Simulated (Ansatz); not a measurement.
Correlation energies of C3H5NZn by basis set

```xyz
10

C    -0.504    0.392   -1.449
C     0.432    0.808   -0.601
C     0.671    0.201    0.715
N     0.490   -1.009    1.051
Zn   -1.529   -1.821    3.002
H    -1.169   -0.429   -1.202
H    -0.652    0.873   -2.408
H     1.042    1.672   -0.850
H     1.044    0.877    1.489
H     0.175   -1.564    0.251
```

Total charge 0; spin multiplicity 1. Correlated methods include outer-core shells of Zn, which these sets cover unevenly. Scalar relativity is left out up to krypton. The bonds changed during the relaxation, so this is another structure than the one it started from. The structure was optimised at the PBE0-D4/def2-TZVP level. It is one conformer, not always the lowest. Frozen core, restricted reference, the Gaussian-basis code of Ansatz.

| basis | HF (Eh) | MP2 corr. |
| --- | --- | --- |
| def2-SVP | -1948.34828 | -0.91491 |
| def2-TZVPP | -1948.78851 | -1.50807 |
| def2-QZVPP | -1948.83623 | -1.59151 |

**Question.** Estimate the CCSD correlation energy and the (T) correction in each basis where they were run (hartree).

**Answer.** 
| basis | CCSD corr. | (T) |
| --- | --- | --- |
| def2-SVP | -0.93673 | -0.03331 |
| def2-TZVPP | -1.45976 | -0.05150 |
